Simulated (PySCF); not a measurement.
Which orbitals make which state

Compound: C4H7F3OSi2.
SMILES: `FC(F)=C(F)/C=C\[SiH2]O[SiH3]`

Method: TDDFT PBE0/def2-SVPD, vertical, gas phase, core orbitals frozen in the response (PySCF 2.14.0, density-fitted response routines). One conformer (not necessarily the lowest) at the PBE0-D3(BJ)/def2-SVP geometry, without solvent, vibrations or thermal averaging.

Orbital energies (eV): HOMO-3 -9.41, HOMO-2 -8.58, HOMO-1 -8.53, HOMO -7.05, LUMO -1.62, LUMO+1 0.05, LUMO+2 0.25.

**Question.** Among the lowest singlets, which states do these configurations lead, and at what energies: HOMO-2→LUMO, HOMO→LUMO+1, HOMO-1→LUMO, HOMO→LUMO+2, HOMO-3→LUMO, HOMO→LUMO, HOMO-1→LUMO+1?

**Answer.** 

```json
{"state": "S1", "leading configuration": "HOMO→LUMO", "weight": "0.95", "Δε (eV)": "5.44", "E (eV)": "5.22", "E − Δε (eV)": "-0.22", "f": "0.621", "other configurations": "–"}
{"state": "S2", "leading configuration": "HOMO-2→LUMO", "weight": "0.87", "Δε (eV)": "6.96", "E (eV)": "5.82", "E − Δε (eV)": "-1.15", "f": "0.0019", "other configurations": "H-4→L (11%)"}
{"state": "S3", "leading configuration": "HOMO→LUMO+2", "weight": "0.73", "Δε (eV)": "7.31", "E (eV)": "6.03", "E − Δε (eV)": "-1.28", "f": "0.0006", "other configurations": "H→L+1 (20%)"}
{"state": "S4", "leading configuration": "HOMO-1→LUMO", "weight": "0.96", "Δε (eV)": "6.91", "E (eV)": "6.05", "E − Δε (eV)": "-0.86", "f": "0.051", "other configurations": "–"}
{"state": "S5", "leading configuration": "HOMO→LUMO+1", "weight": "0.75", "Δε (eV)": "7.10", "E (eV)": "6.33", "E − Δε (eV)": "-0.77", "f": "0.0003", "other configurations": "H→L+2 (22%)"}
{"state": "S8", "leading configuration": "HOMO-3→LUMO", "weight": "0.73", "Δε (eV)": "7.80", "E (eV)": "6.90", "E − Δε (eV)": "-0.90", "f": "0.072", "other configurations": "–"}
{"state": "S10", "leading configuration": "HOMO-1→LUMO+1", "weight": "0.80", "Δε (eV)": "8.57", "E (eV)": "7.18", "E − Δε (eV)": "-1.39", "f": "0.0003", "other configurations": "–"}
```

E − Δε runs from -1.39 to -0.22 eV. By orbital difference alone the order would be S1, S4, S2, S5, S3, S8, S10. Δε is the difference of the two orbital energies.

H and L stand for HOMO and LUMO. The other states: S6 6.84 eV, f 0.0000, H-4→L (83%), H-2→L (11%); S7 6.89 eV, f 0.013, H→L+5 (41%), H→L+4 (20%), H→L+3 (15%); S9 7.12 eV, f 0.016, H→L+4 (54%), H→L+5 (17%).

**Question.** Which computed triplets share their leading configuration (75% or more) with a singlet, and how far apart are the partners?

**Answer.** 

```tsv
configuration	triplet	E(T) (eV)	singlet	E(S) (eV)	E(S) − E(T) (eV)
HOMO→LUMO	T1	2.89	S1	5.22	+2.32
```

The 4 triplets are Tamm–Dancoff values, the singlets full response.

Summed over the main configurations (up to three a state, each over 8%) of all 10 singlets, the electron leaves HOMO with weight 4.31, HOMO-1 with weight 1.76, HOMO-2 with weight 0.99 and HOMO-4 with weight 0.94.

The vertical ionisation energy (ΔSCF) is 8.89 eV, 1.70 eV above S10.
